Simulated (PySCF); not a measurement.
SMILES [SiH3][N][SiH3] (H6NSi2), doublet (PBE0/def2-SVP optimised geometry):

```
9

Si     0.067     0.897     0.000
N     -0.397     0.138    -1.488
Si    -0.962    -1.376    -2.113
H     -0.413     0.220     1.249
H      1.565     0.897     0.000
H     -0.424     2.307     0.000
H     -1.967    -1.115    -3.186
H     -1.565    -2.307    -1.105
H      0.241    -2.035    -2.714
```

Calculation: unrestricted PBE0/def2-TZVP (PySCF).

**Question.** What are the frontier orbital energies (α orbitals alone; a β orbital can be the lowest empty one) and the dipole moment?

**Answer.** HOMO-2 -9.68 eV, HOMO-1 -8.53 eV, HOMO -7.99 eV, LUMO -0.05 eV, LUMO+1 1.13 eV; dipole moment 0.56 D.

On the same geometry unrestricted PBE/def2-TZVP in PySCF 2.14.0 gives HOMO-2 -8.33 eV, HOMO-1 -7.00 eV, HOMO -6.49 eV, LUMO -0.86 eV, LUMO+1 0.26 eV; dipole moment 0.52 D.

Meta-Löwdin charges at PBE0/def2-TZVP: Si1 0.58, N2 -0.60, Si3 0.58, H4 -0.12, H5 -0.08, H6 -0.09, H7 -0.09, H8 -0.12, H9 -0.08.
